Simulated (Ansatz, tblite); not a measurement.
Removing an electron: (ClBe-mu-OH)2 (Be2Cl2O2H2). The state is a singlet with charge 0. Geometry: r2SCAN-D4/def2-SVP. Ansatz, gas phase; energy differences of separate SCF runs; the oxidised species was run as a doublet alone.

```xyz
8

Be   -0.734   -0.613    0.616
Cl   -1.932   -1.612    1.625
O    -0.765    0.814   -0.102
Be    0.734    0.612   -0.617
Cl    1.933    1.613   -1.622
O     0.764   -0.815    0.100
H    -1.419    1.513   -0.188
H     1.419   -1.512    0.188
```

The xTB rows come from tblite.

```tsv
level	−HOMO (eV)	vertical IE (eV)	−LUMO (eV)	HOMO–LUMO gap (eV)
GFN1-xTB	12.51	14.59	5.72	6.78
GFN2-xTB	11.73	14.36	5.51	6.21
r2SCAN-D4/def2-TZVP	7.59	10.31	0.73	6.87
```

(1) Estimate the rows for PBE-D4/def2-TZVP, PBE0-D4/def2-TZVP.

Answers

(1) 
```json
{"level": "PBE-D4/def2-TZVP", "−HOMO (eV)": "7.23", "vertical IE (eV)": "10.06", "−LUMO (eV)": "1.37", "HOMO–LUMO gap (eV)": "5.86"}
{"level": "PBE0-D4/def2-TZVP", "−HOMO (eV)": "8.66", "vertical IE (eV)": "10.64", "−LUMO (eV)": "0.68", "HOMO–LUMO gap (eV)": "7.98"}
```

 Raw xTB energy differences between charge states are shifted by several eV; the methods need an empirical correction for them.
